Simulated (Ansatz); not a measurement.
Potential energy curve for SMILES BN (H4BN). The N1–B4 bond (N1 also carries H, H; B4 carries H, H) is pulled apart rigidly from the PBE0/def2-TZVP optimised geometry.

- UCCSD = CCSD on UHF/cc-pVTZ, frozen core (Ansatz, a program for electronic structure)
- RHF/cc-pVTZ (Ansatz)
- RCCSD = CCSD on RHF/cc-pVTZ, frozen core (Ansatz)
- RKS-PBE0 = Ansatz with restricted PBE0/cc-pVTZ

Energies are in kcal/mol, each relative to the lowest point of its own curve near equilibrium.

| R / Å | UCCSD | RHF | RCCSD | RKS-PBE0 |
|---|---|---|---|---|
| 1.11 | 70.4 | 69.4 | 70.4 | 67.1 |
| 1.18 | 34.2 | 33.4 | 34.2 | 32.1 |
| 1.22 | 20.7 | 19.9 | 20.7 | 19.1 |
| 1.33 | 2.1 | 1.8 | 2.1 | 1.7 |
| 1.38 | 0.0 | 0.0 | 0.0 | 0.0 |
| 1.40 | 0.0 | 0.1 | 0.0 | 0.1 |
| 1.48 | 3.4 | 3.9 | 3.4 | 3.9 |
| 1.54 | 8.7 | 9.6 | 8.7 | 9.4 |
| 1.61 | 16.8 | 18.1 | 16.8 | 17.6 |
| 1.71 | 30.5 | 32.5 | 30.5 | 31.4 |
| 1.87 | 54.5 | 57.4 | 54.5 | 55.3 |
| 2.10 | 88.2 | 92.4 | 88.2 | 88.5 |
| 2.25 | 108.0 | 113.2 | 108.0 | 108.0 |
| 2.51 | — | 144.4 | 137.4 | 136.9 |
| 2.74 | — | 167.3 | 158.2 | 157.6 |
| 3.04 | — | 191.7 | 178.4 | 178.7 |
| 3.38 | — | 213.3 | 193.0 | 192.2 |
| 3.78 | — | ? | — | ? |
| 4.10 | — | ? | — | ? |
| 4.86 | — | ? | — | ? |

Task: What belongs in the gaps?

Result: 
- 3.78, RHF: 228.8
- 3.78, RKS-PBE0: 198.0
- 4.10, RHF: 236.0
- 4.10, RKS-PBE0: 200.3
- 4.86, RHF: 246.0
- 4.86, RKS-PBE0: 203.4

Dashes: no converged value, or the column stops at the first point that the program doubted or that broke a chosen test of continuity, which isn't proof of a fault.

The unrestricted determinant behind UCCSD is spin-contaminated at 2.51 to 4.86 Å (<S²> up to 1.0, against 0.00 for a pure singlet). The restricted form behind RHF, RKS-PBE0 keeps the bonding electrons paired and can't separate into open-shell fragments. The T1 diagnostic of CCSD on the restricted reference of RCCSD exceeds 0.045 at 2.74 to 4.86 Å.
